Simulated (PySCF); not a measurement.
C$_{3}$H$_{6}$O, charge +1, doublet, geometry from GFN2-xTB (a state made from the parent by changing its charge; the spin is typed, not shown lowest); DF-M062X/def2-SV(P) run with PySCF.

PySCF was given this input:
```python
from pyscf import gto, scf, dft

mol = gto.Mole()
mol.atom = '''
    C    -1.185976   -0.144413   -0.713737
    C    -0.012713   -0.003753    0.242234
    C     1.255795    0.165764   -0.577458
    O    -0.075849   -0.023178    1.413201
    H    -1.302585   -1.216449   -0.902094
    H    -1.036215    0.370900   -1.659441
    H    -2.069112    0.238182   -0.193805
    H     2.088288   -0.171099    0.047009
    H     1.229215   -0.377623   -1.519424
    H     1.354563    1.235928   -0.784094
'''
mol.basis = 'def2-sv(p)'
mol.charge = 1
mol.spin = 1
mol.verbose = 4
mol.build()

mf = dft.UKS(mol)
mf.xc = 'm062x'
mf = mf.density_fit(auxbasis='def2-universal-jkfit')
mf.kernel()
mf.analyze()
```

Question: Predict the main parts of the log of this PySCF run.

Answer: 
```
PySCF version 2.14.0

[INPUT] verbose = 4
[INPUT] num. atoms = 10
[INPUT] num. electrons = 31
[INPUT] charge = 1
[INPUT] spin (= nelec alpha-beta = 2S) = 1
[INPUT] symmetry False subgroup None
[INPUT] Mole.unit = angstrom
[INPUT] Symbol           X                Y                Z      unit          X                Y                Z       unit  Magmom
[...]
nuclear repulsion = 120.603793277233
number of shells = 36
number of NR pGTOs = 120
number of NR cGTOs = 68
basis = def2-sv(p)
ecp = {}

******** <class 'pyscf.df.df_jk.DFUKS'> ********
method = DFUKS
initial guess = minao
damping factor = 0
level_shift factor = 0
DIIS = <class 'pyscf.scf.diis.CDIIS'>
diis_start_cycle = 1
diis_space = 8
diis_damp = 0
SCF conv_tol = 1e-09
SCF conv_tol_grad = None
SCF max_cycles = 50
direct_scf = False
number electrons alpha = 16  beta = 15
XC library pyscf.dft.libxc version 7.1.2
    S. Lehtola, C. Steigemann, M. J. T. Oliveira, and M. A. L. Marques,  SoftwareX 7, 1–5 (2018)
XC functionals = m062x
    Y. Zhao and D. G. Truhlar,  Theor. Chem. Acc. 120, 215 (2008)
    Y. Zhao and D. G. Truhlar,  Theor. Chem. Acc. 120, 215 (2008)
radial grids:
    Treutler-Ahlrichs [JCP 102, 346 (1995); DOI:10.1063/1.469408] (M4) radial grids

becke partition: Becke, JCP 88, 2547 (1988); DOI:10.1063/1.454033
pruning grids: <function nwchem_prune>
grids dens level: 3
symmetrized grids: False
atomic radii adjust function: <function treutler_atomic_radii_adjust>
small_rho_cutoff = 0
Set gradient conv threshold to 3.16228e-05
tot grids = 115288
******** <class 'pyscf.df.df.DF'> ********
auxbasis = def2-universal-jkfit
init E= -193.379525559668

cycle= 1 E= -192.393854479281  delta_E= 0.986  |g|= 0.514  |ddm|=  2.1
cycle= 2 E= -192.154956891083  delta_E= 0.239  |g|= 0.986  |ddm|= 1.01
cycle= 3 E= -192.529033078902  delta_E= -0.374  |g|= 0.0648  |ddm|= 0.647
cycle= 4 E= -192.531643454915  delta_E= -0.00261  |g|= 0.0504  |ddm|= 0.0959
cycle= 5 E= -192.533173453717  delta_E= -0.00153  |g|= 0.0163  |ddm|= 0.0658
cycle= 6 E= -192.533662467129  delta_E= -0.000489  |g|= 0.00803  |ddm|= 0.0421
cycle= 7 E= -192.533810333404  delta_E= -0.000148  |g|= 0.00247  |ddm|= 0.0261
cycle= 8 E= -192.533832021192  delta_E= -2.17e-05  |g|= 0.000676  |ddm|= 0.0113
cycle= 9 E= -192.533833121188  delta_E= -1.1e-06  |g|= 0.000171  |ddm|= 0.0024
cycle= 10 E= -192.533833196255  delta_E= -7.51e-08  |g|= 7.88e-05  |ddm|= 0.000465
cycle= 11 E= -192.533833215673  delta_E= -1.94e-08  |g|= 2.76e-05  |ddm|= 0.000271
cycle= 12 E= -192.533833217999  delta_E= -2.33e-09  |g|= 9.82e-06  |ddm|= 9.9e-05
cycle= 13 E= -192.533833218195  delta_E= -1.96e-10  |g|= 4.47e-06  |ddm|= 2.99e-05
Extra cycle  E= -192.533833218211  delta_E= -1.56e-11  |g|= 3.48e-06  |ddm|= 7.97e-06
converged SCF energy = -192.533833218211  <S^2> = 0.75877102  2S+1 = 2.0087519
**** SCF Summaries ****
Total Energy =                        -192.533833218210816
Nuclear Repulsion Energy =             120.603793277233024
One-electron Energy =                 -490.217382315454074
Two-electron Energy =                  177.079755820010234
Two-electron Coulomb Energy =          203.682998154793637
DFT Exchange-Correlation Energy =      -26.603242334783403
**** MO energy ****
                             alpha | beta                alpha | beta
[...]
To work with the spin densities directly, `use mulliken_meta_spin()` only printing them here.

 ** Mulliken spin pop alpha/beta on meta-lowdin orthogonal AOs **
 ** Mulliken Spin Density (per AO)  **
spin_pop of  0 C 1s        0.00000
spin_pop of  0 C 2s        0.01202
spin_pop of  0 C 3s        0.00009
spin_pop of  0 C 2px       0.10434
spin_pop of  0 C 2py       0.00989
spin_pop of  0 C 2pz       0.05289
spin_pop of  0 C 3px       0.00029
spin_pop of  0 C 3py       0.00007
spin_pop of  0 C 3pz       0.00066
spin_pop of  0 C 3dxy     -0.00000
spin_pop of  0 C 3dyz     -0.00001
spin_pop of  0 C 3dz^2    -0.00004
spin_pop of  0 C 3dxz      0.00043
spin_pop of  0 C 3dx2-y2    0.00008
spin_pop of  1 C 1s        0.00000
spin_pop of  1 C 2s       -0.01779
spin_pop of  1 C 3s        0.00017
spin_pop of  1 C 2px       0.02431
spin_pop of  1 C 2py      -0.04283
spin_pop of  1 C 2pz      -0.01417
spin_pop of  1 C 3px       0.00213
spin_pop of  1 C 3py       0.00023
spin_pop of  1 C 3pz      -0.00036
spin_pop of  1 C 3dxy     -0.00000
spin_pop of  1 C 3dyz     -0.00014
spin_pop of  1 C 3dz^2    -0.00006
spin_pop of  1 C 3dxz      0.00233
spin_pop of  1 C 3dx2-y2    0.00016
spin_pop of  2 C 1s        0.00000
spin_pop of  2 C 2s        0.01207
spin_pop of  2 C 3s        0.00009
spin_pop of  2 C 2px       0.11662
spin_pop of  2 C 2py       0.01067
spin_pop of  2 C 2pz       0.03966
spin_pop of  2 C 3px       0.00037
spin_pop of  2 C 3py       0.00007
spin_pop of  2 C 3pz       0.00057
spin_pop of  2 C 3dxy      0.00001
spin_pop of  2 C 3dyz     -0.00002
spin_pop of  2 C 3dz^2    -0.00002
spin_pop of  2 C 3dxz      0.00035
spin_pop of  2 C 3dx2-y2    0.00014
spin_pop of  3 O 1s       -0.00000
spin_pop of  3 O 2s        0.00747
spin_pop of  3 O 3s       -0.00048
spin_pop of  3 O 2px       0.62645
spin_pop of  3 O 2py       0.05359
spin_pop of  3 O 2pz       0.00675
spin_pop of  3 O 3px       0.00247
spin_pop of  3 O 3py       0.00066
spin_pop of  3 O 3pz       0.00081
spin_pop of  3 O 3dxy      0.00000
spin_pop of  3 O 3dyz     -0.00002
spin_pop of  3 O 3dz^2     0.00015
spin_pop of  3 O 3dxz      0.00028
spin_pop of  3 O 3dx2-y2    0.00002
spin_pop of  4 H 1s       -0.00363
spin_pop of  4 H 2s        0.00005
spin_pop of  5 H 1s       -0.00459
spin_pop of  5 H 2s        0.00017
spin_pop of  6 H 1s        0.00121
spin_pop of  6 H 2s        0.00001
spin_pop of  7 H 1s        0.00150
spin_pop of  7 H 2s        0.00001
spin_pop of  8 H 1s       -0.00456
spin_pop of  8 H 2s        0.00016
spin_pop of  9 H 1s       -0.00381
spin_pop of  9 H 2s        0.00006
 ** Mulliken Spin Density (per atom)  **
spin density of  0 C =      0.18071
spin density of  1 C =     -0.04602
spin density of  2 C =      0.18058
spin density of  3 O =      0.69815
spin density of  4 H =     -0.00358
spin density of  5 H =     -0.00442
spin density of  6 H =      0.00122
spin density of  7 H =      0.00151
spin density of  8 H =     -0.00440
spin density of  9 H =     -0.00375
 ** Mulliken pop alpha/beta on meta-lowdin orthogonal AOs **
 ** Mulliken pop       alpha | beta **
In total            16.00000 | 15.00000
 ** Mulliken atomic charges   ( Nelec_alpha | Nelec_beta ) **
charge of  0C =     -0.24747  (     3.21409      3.03338 )
charge of  1C =      0.44848  (     2.75275      2.79877 )
charge of  2C =     -0.24685  (     3.21372      3.03314 )
charge of  3O =      0.01543  (     4.34136      3.64321 )
charge of  4H =      0.18257  (     0.40693      0.41051 )
charge of  5H =      0.16461  (     0.41549      0.41991 )
charge of  6H =      0.16831  (     0.41645      0.41524 )
charge of  7H =      0.16702  (     0.41724      0.41574 )
charge of  8H =      0.16583  (     0.41489      0.41928 )
charge of  9H =      0.18208  (     0.40708      0.41084 )

WARN: System has nonzero charge 1; the dipole moment is origin-dependent.
Location of origin: [0. 0. 0.]

Dipole moment(X, Y, Z, Debye):  0.09847,  0.02996, -2.11184
```
